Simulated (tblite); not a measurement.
Compound: C2H11P3Si3.
Z-matrix (Å and degrees, GFN2-xTB geometry), rows numbered from 1:
```
C 
C   1  1.3231
Si  2  1.8855  1  124.70
P   3  2.2529  2  107.87  1   122.90
Si  4  2.2375  3  100.62  2  -171.52
P   5  2.2396  4  107.98  3   -70.86
Si  6  2.2398  5  102.44  4    68.73
P   7  2.2374  6  107.98  5   -68.70
H   1  1.0792  2  122.48  3  -179.99
H   1  1.0778  2  121.71  3     0.01
H   2  1.0838  1  118.93  3   179.99
H   3  1.4809  2  109.10  1    -0.03
H   4  1.3786  3   95.00  2   -75.76
H   5  1.4659  4  107.57  3   173.76
H   5  1.4754  4  113.23  3    54.60
H   6  1.3770  5   94.85  4   164.75
H   7  1.4659  6  107.24  5   175.65
H   7  1.4754  6  112.69  5    57.04
H   8  1.3786  3   95.03  2    75.73
```

Level: GFN2-xTB in tblite, geometry and Hessian alike; calculated harmonic values, unscaled, isolated species. This tight-binding method is rough: wavenumbers can miss measured ones by several per cent, in bad cases by 10 to 20. Modes of hydrogen on phosphorus and silicon can be 10 to 20 % off. One conformer, not necessarily the lowest.

Harmonic wavenumbers (cm⁻¹): 33.4, 41.0, 69.5, 89.6, 100.9, 110.5, 124.8, 137.3, 174.6, 287.8, 400.3, 406.0, 422.3, 428.1, 458.7, 469.6, 494.8, 497.1, 513.4, 534.4, 548.8, 554.2, 597.2, 608.7, 628.1, 667.5, 672.0, 684.9, 709.4, 716.1, 736.2, 742.5, 779.6, 781.9, 914.9, 1000.3, 1016.3, 1253.7, 1412.7, 1660.7, 2068.0, 2119.5, 2131.8, 2219.6, 2221.8, 2348.5, 2349.8, 2361.7, 3027.1, 3079.4, 3105.3.

A = 1075, B = 547.6, C = 397.2 MHz; mass 211.938 u (most abundant isotopes); point group Cs, symmetry number 1.

Problem. Zero-point energy?

Solution. ½Σν̃ = 24756 cm⁻¹ = 296.15 kJ/mol.

Problem. Entropy at 273.15 K, 1 bar (ideal gas, RRHO, classical rotation)?

Solution. Translation 173.84, rotation 131.11, vibration 184.83: S = 489.8 J/(mol K).

Problem. And Cp and H(273.15 K) − H(0)?

Solution. Cp = 215.01 J/(mol K), of which vibrations give 181.76 (their classical limit is 51 R = 424.0); H(273.15 K) − H(0) = 34.84 kJ/mol without the zero-point energy, 25.76 from vibrations.

Problem. Which modes carry the vibrational entropy at 273.15 K?

Solution. 33.4 cm⁻¹: 22.77; 41.0 cm⁻¹: 21.07; 69.5 cm⁻¹: 16.72; 89.6 cm⁻¹: 14.63; 100.9 cm⁻¹: 13.67; 110.5 cm⁻¹: 12.93 J/(mol K); the other 45 give 83.03 together.

Problem. Blend soft modes into free rotors: weight 1/[1 + (100 cm⁻¹/ν̃)⁴] for the oscillator and the rest for a rotor with moment μB/(μ + B), μ = h/(8π²ν), B = 10⁻⁴⁴ kg m². What vibrational entropy results?

Solution. 165.89 J/(mol K) in place of 184.83, which changes −T·S at 273.15 K by +5.17 kJ/mol.

Problem. What must be added to the electronic energy to get the Gibbs energy at 273.15 K and 1 bar?

Solution. ZPE + [H(273.15 K) − H(0)] − T·S = 296.15 + 34.84 − 133.78 = 197.21 kJ/mol.

Hindered rotation and anharmonicity are outside this model. Other conformers, if any are populated, would add a mixing term that is left out.
